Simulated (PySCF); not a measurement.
Mo(S)2(OH)(SH) (H₂MoOS₃), SMILES [OH][Mo](=[S])(=[S])[SH], multiplicity 1.

Coordinates come from a B3LYP-D3(BJ)/def2-SVP optimisation. The multiplicity is an assumed one; other spin states were not compared. The def2 effective core potentials stand for the cores of Mo; spin–orbit coupling is left out. One conformer was computed; it need not be the lowest.

The numbers are results of PySCF 2.14.0 with B3LYP-D3(BJ)/def2-SVP, not measurements.

Frequencies are harmonic and unscaled.

```csv
mode,ν (cm⁻¹),IR (km/mol),Raman (Å⁴/amu),depolarisation,moving atoms (share of kinetic energy)
1,135,1.7,7.6,0.75,"S 84 %, Mo 11 %"
2,144,1.9,7.1,0.70,"S 69 %, Mo 16 %, O 10 %"
3,178,2.9,7.5,0.70,"S 79 %, Mo 17 %"
4,180,2.6,4.3,0.74,"O 49 %, S 28 %, H 13 %, Mo 11 %"
5,209,4.8,4.7,0.72,"O 56 %, S 25 %, H 10 %, Mo 9 %"
6,296,25.0,4.4,0.74,H 90 %
7,332,110.7,1.1,0.72,"H 85 %, O 13 %"
8,393,28.8,11.7,0.11,"S 71 %, Mo 25 %"
9,554,38.2,32.2,0.07,"S 75 %, Mo 19 %"
10,565,63.7,16.2,0.47,"S 56 %, Mo 22 %, H 20 %"
11,614,165.0,6.3,0.68,"H 76 %, O 18 %"
12,646,31.4,8.5,0.52,"H 73 %, S 14 %, Mo 10 %"
13,728,72.2,9.6,0.22,"O 70 %, Mo 17 %, H 13 %"
14,2645,3.0,138.2,0.27,H 97 %
15,3813,256.8,131.0,0.31,H 94 %
```
